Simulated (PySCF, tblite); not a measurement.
Isomers of C6H11PSi. Method: GFN2-xTB as coded in tblite; computed harmonic values from a numerical Hessian at the method's own geometry, unscaled. This tight-binding method is rough: wavenumbers can miss measured ones by several per cent, in bad cases by 10 to 20. Modes of hydrogen on phosphorus and silicon can be 10 to 20 % off. One conformer each.

Electronic energies: PBE0-D3(BJ)/def2-SVP at its own geometries (PySCF, gas phase).

```tsv
SMILES	electronic energy, lowest = 0 (kJ/mol)
[SiH3]CP1C=CCC=C1	45.7
C[SiH2]P1C=CCC=C1	0.0
Cc1cc([SiH3])c(C)[pH]1	21.6
```

Q: How do GFN2-xTB zero-point energies change the relative energies?

A: 
| SMILES | ZPE (kJ/mol) | of it from modes above 1550 cm⁻¹ | electronic (kJ/mol) | with ZPE, lowest = 0 (kJ/mol) | lowest mode (cm⁻¹) | rings |
| --- | --- | --- | --- | --- | --- | --- |
| C[SiH2]P1C=CCC=C1 | 382.3 | 208.2 | 0.0 | 0.0 | 31 | 1 |
| Cc1cc([SiH3])c(C)[pH]1 | 369.9 | 189.5 | 21.6 | 9.2 | 29 | 1 |
| [SiH3]CP1C=CCC=C1 | 375.5 | 203.4 | 45.7 | 38.9 | 33 | 1 |

The zero-point energies span 12.4 kJ/mol, from `Cc1cc([SiH3])c(C)[pH]1` to `C[SiH2]P1C=CCC=C1`. The order is unchanged.

Q: And how do the electronic energies of GFN2-xTB itself compare?

A: `C[SiH2]P1C=CCC=C1` 44.0; `Cc1cc([SiH3])c(C)[pH]1` 0.0; `[SiH3]CP1C=CCC=C1` 53.0 kJ/mol, lowest = 0. Against the energies above, taken from the same isomer `C[SiH2]P1C=CCC=C1`, the largest difference is 65.6 kJ/mol. The two levels were optimised apart and needn't hold the same conformer.
